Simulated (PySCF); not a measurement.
**Working with the constants of CBr⁺**

RHF-CCSD(T) constants of CBr⁺, ¹Σ⁺ (singlet), closed shell (PySCF, scalar-relativistic core potentials, basis sets C cc-pVDZ, Br cc-pVDZ-PP with ECP10; masses 12.0000 and 78.9183 u):

```
ωe              : 957.1 cm⁻¹
ωexe            : 4.91 cm⁻¹
Be              : 0.54793 cm⁻¹
αe              : 0.00394 cm⁻¹
D (centrifugal) : 7.18e-07 cm⁻¹
De to C⁺ + Br   : 5.76 eV
```

Q: Estimate the standard entropy (1 bar) and heat capacity of the ideal gas at 1000 K, rigid rotor with B0 and harmonic oscillator at the fundamental.

A: Translation (Sackur–Tetrode, M = 90.92 u): 190.3 J/(mol K). Rotation: q = kT/(σB0) = 1270 with σ = 1, 67.8. Vibration: x = hcν0/kT = 1.36, 6.36. S° = 264.4 J/(mol K); Cp = 7R/2 + 7.14 = 36.2 J/(mol K).

Correlated steps freeze 5 core orbitals. Correlated levels converge slowly with the basis: in double zeta they bind strong bonds too weakly, by up to about 1 eV, and carry superposition errors of some tenths. For an ion De counts to the pair picked by the measured ionisation energies or electron affinities, which need not be the lowest pair at this level. Where the molecule has an RHF reference, its open-shell atoms are computed with UHF. The CCSD T1 diagnostic is raised, a sign that a single reference may not be enough here.
